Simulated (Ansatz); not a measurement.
Two members of one family (ZrO2 pieces, space group 137), computed with Ansatz in the gas phase; def2 core potentials for Zr, no spin–orbit coupling. A negative affinity means that the extra electron isn't bound at that geometry and level; within about 0.2 eV of zero the sign isn't settled. Binding counts from free atoms in the multiplicity of their measured ground term, without zero-point energy. Sets without diffuse functions give affinities that are too small. A dash marks a value that wasn't run or was left out as unsound. The structures are stationary points that may keep the symmetry of their start. Remarks come from the PBE and PBE0 runs and from stability tests at other levels; not every state was tested. A HOMO above zero means that the electron is unbound at that level and held by the basis, or that self-interaction error raises the level; the energy of removing that electron tells which.

First: Zr3O12H12 (singlet, charge 0, PBE-D4/def2-SVP geometry).

```
atom   x (Å)   y (Å)   z (Å)
 Zr1  -0.459   1.353   1.384
 Zr2   1.944  -0.406  -0.818
 Zr3  -1.604  -1.200  -0.903
  O4   2.697   0.211  -2.539
  O5   2.550  -2.271  -0.508
  O6   0.133  -1.220  -2.014
  O7   2.970   0.436   0.601
  O8   0.468   1.309  -0.574
  O9  -2.815  -1.001  -2.399
 O10   0.058  -0.808   0.607
 O11  -2.081  -2.882  -0.071
 O12  -2.243   0.439   0.180
 O13   1.310   1.813   2.239
 O14  -1.229   0.547   2.997
 O15  -1.358   3.080   1.140
 H16   3.510   0.616  -2.877
 H17   3.169  -2.603   0.163
 H18   0.247  -1.238  -2.980
 H19   2.610   1.066   1.282
 H20   0.586   2.126  -1.090
 H21  -3.383  -0.850  -3.166
 H22   0.191  -1.515   1.267
 H23  -2.429  -3.784  -0.062
 H24  -2.930   1.084  -0.062
 H25   1.484   1.769   3.194
 H26  -1.833  -0.020   3.496
 H27  -1.562   3.949   1.513
```

```tsv
level	HOMO (eV)	LUMO (eV)	gap (eV)	vertical EA (eV)	binding per atom (eV)
PBE-D4/def2-TZVP	-6.04	-1.46	4.58	-0.24	–
r2SCAN-D4/def2-TZVP	-6.40	-1.28	5.12	–	–
B3LYP-D4/def2-TZVP	-7.40	-0.83	6.57	–	4.59
PBE0-D4/def2-SVP	-7.45	-0.35	7.10	–	4.62
PBE0-D4/def2-TZVP	-7.67	-0.57	7.10	-0.50	4.55
```

Remarks: HOMO above zero (-1 doublet).

Second: Zr4O15H14 (singlet, charge 0, PBE-D4/def2-SVP geometry).

```
atom   x (Å)   y (Å)   z (Å)
 Zr1   0.832  -0.430   0.009
 Zr2  -2.480   0.354   0.201
 Zr3   0.568   3.056   0.972
 Zr4   2.030  -3.162  -1.918
  O5  -3.306   2.159   0.016
  O6  -3.449  -0.844  -1.010
  O7  -1.065   3.729   0.189
  O8  -3.095  -0.259   1.950
  O9  -0.520   1.001   1.245
 O10  -0.752  -1.770   0.320
 O11  -0.816   0.520  -1.176
 O12   0.832  -3.972  -0.603
 O13   1.857   4.478   0.677
 O14   0.506   2.883   2.946
 O15   1.698   1.582  -0.088
 O16   1.862  -1.020   1.545
 O17   1.723  -1.244  -1.541
 O18   1.441  -3.582  -3.725
 O19   3.883  -3.657  -1.590
 H20  -4.163   2.550   0.250
 H21  -4.084  -1.562  -1.142
 H22  -1.969   3.329   0.084
 H23  -2.996  -0.939   2.633
 H24  -0.537   0.897   2.219
 H25  -1.271  -2.088  -0.445
 H26  -0.918   0.377  -2.134
 H27   0.231  -3.513   0.027
 H28   2.383   5.257   0.459
 H29   0.832   3.449   3.663
 H30   2.531   1.794  -0.544
 H31   2.281  -1.301   2.369
 H32   1.233  -3.996  -4.572
 H33   4.698  -4.077  -1.286
```

Problem. Estimate the same table for the second.

Solution. 
| level | HOMO (eV) | LUMO (eV) | gap (eV) | vertical EA (eV) | binding per atom (eV) |
| --- | --- | --- | --- | --- | --- |
| PBE-D4/def2-TZVP | -6.58 | -1.26 | 5.32 | -0.10 | – |
| r2SCAN-D4/def2-TZVP | -6.96 | -1.07 | 5.89 | – | – |
| B3LYP-D4/def2-TZVP | -7.96 | -0.73 | 7.24 | – | 4.68 |
| PBE0-D4/def2-SVP | -8.04 | -0.24 | 7.80 | – | 4.71 |
| PBE0-D4/def2-TZVP | -8.23 | -0.46 | 7.77 | -0.44 | 4.64 |

Remarks: HOMO above zero (-1 doublet).
